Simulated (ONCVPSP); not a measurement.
# How hard is this V ONCV potential?

ONCVPSP 4.0.1 input, shortened (lines: element, Z, core and valence counts, functional; n l f; lmax; l rc ep ncon nbas qcut; lloc lpopt rc5 dvloc0; l nproj debl; icmod fcfact rcfact), PBE, fully relativistic:

```
  V 23.00    3    4        4      upf
    1    0    2.00
    2    0    2.00
    2    1    6.00
    3    0    2.00
    3    1    6.00
    3    2    4.00
    4    0    1.00
    2
    0    1.85    0.00    4    7    5.90
    1    1.00    0.00    5   10    7.80
    2    2.15    0.00    3    7    6.40
    4    5    0.65    0.00
    0    2    1.50
    1    2    0.90
    2    2    1.80
    0    0.00    0.00
```

Open shells are filled in proportion to 2j + 1.

In the p channel the program set the typed energies aside and used -1.479, 0.250 Ha (j = l + 1/2; the other j can differ).

Q: For each optimised wave give the share of its norm inside rc, the residual kinetic energy above qcut (Ha) and the cutoffs (Ha) for errors of 10, 1, 0.1 and 0.01 mHa per electron.

A:

```json
{"wave": "3s", "norm inside rc": "0.980", "residual KE": "1.9e-06", "10 mHa": "6.7", "1 mHa": "8.8", "0.1 mHa": "10.6", "0.01 mHa": "12.2"}
{"wave": "4s", "norm inside rc": "0.068", "residual KE": "1.3e-05", "10 mHa": "4.6", "1 mHa": "6.7", "0.1 mHa": "10.7", "0.01 mHa": "18.4"}
{"wave": "3p j=3/2", "norm inside rc": "0.528", "residual KE": "1.6e-03", "10 mHa": "16.5", "1 mHa": "39.5", "0.1 mHa": "287.9", "0.01 mHa": "340.5"}
{"wave": "p projector 2 j=3/2", "norm inside rc": "0.053", "residual KE": "2.2e-04", "10 mHa": "13.0", "1 mHa": "18.5", "0.1 mHa": "56.4", "0.01 mHa": "360.9"}
{"wave": "3p j=1/2", "norm inside rc": "0.537", "residual KE": "1.5e-03", "10 mHa": "16.8", "1 mHa": "38.8", "0.1 mHa": "287.7", "0.01 mHa": "340.5"}
{"wave": "p projector 2 j=1/2", "norm inside rc": "0.052", "residual KE": "2.1e-04", "10 mHa": "13.2", "1 mHa": "18.8", "0.1 mHa": "44.2", "0.01 mHa": "353.0"}
{"wave": "3d j=5/2", "norm inside rc": "0.751", "residual KE": "3.2e-05", "10 mHa": "14.2", "1 mHa": "16.9", "0.1 mHa": "19.6", "0.01 mHa": "46.5"}
{"wave": "d projector 2 j=5/2", "norm inside rc": "0.227", "residual KE": "5.3e-04", "10 mHa": "16.4", "1 mHa": "19.8", "0.1 mHa": "46.6", "0.01 mHa": "80.5"}
{"wave": "3d j=3/2", "norm inside rc": "0.755", "residual KE": "3.2e-05", "10 mHa": "14.2", "1 mHa": "16.9", "0.1 mHa": "19.6", "0.01 mHa": "45.7"}
{"wave": "d projector 2 j=3/2", "norm inside rc": "0.227", "residual KE": "5.3e-04", "10 mHa": "16.4", "1 mHa": "19.8", "0.1 mHa": "46.8", "0.01 mHa": "81.9"}
```

The occupied waves need 40 Ha and 288 Ha for 1 and 0.1 mHa. Note: no bound ghost flagged; GHOST(+) flagged for s at 106.5 eV. 1 of 4 tests not solved or not reliable.
